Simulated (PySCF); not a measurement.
SMILES B[SiH2][SiH2]O, singlet, GFN2-xTB optimised geometry.

```
11

B      1.75    -1.47     0.66
Si     1.09     0.22     0.00
Si    -1.24     0.22     0.00
O     -1.83     1.74     0.00
H      1.88    -2.40    -0.04
H      1.96    -1.65     1.80
H      1.54     1.42     0.74
H      1.52     0.57    -1.38
H     -1.88    -0.29     1.21
H     -1.79    -0.50    -1.16
H     -1.54     2.40    -0.62
```

Density from PySCF with B3LYP/def2-TZVP at that geometry.

Minimum of the electron density along straight lines between bonded atoms, close to the bond critical point (lines longer than 1.1 times the sum of covalent radii, or with two minima, are not listed):

```csv
bond,length / Å,ρ at the minimum / e bohr⁻³,∇²ρ there / e bohr⁻⁵,position (fraction from the first atom)
B1–Si2,1.932,0.122,0.01,0.61
Si2–Si3,2.329,0.095,-0.17,0.47
Si3–O4,1.629,0.141,0.89,0.41
B1–H5,1.172,0.193,-0.38,0.44
B1–H6,1.171,0.193,-0.39,0.44
Si2–H7,1.480,0.119,0.18,0.49
Si2–H8,1.482,0.118,0.18,0.49
Si3–H9,1.460,0.127,0.17,0.49
Si3–H10,1.471,0.125,0.17,0.49
O4–H11,0.952,0.364,-2.51,0.81
```
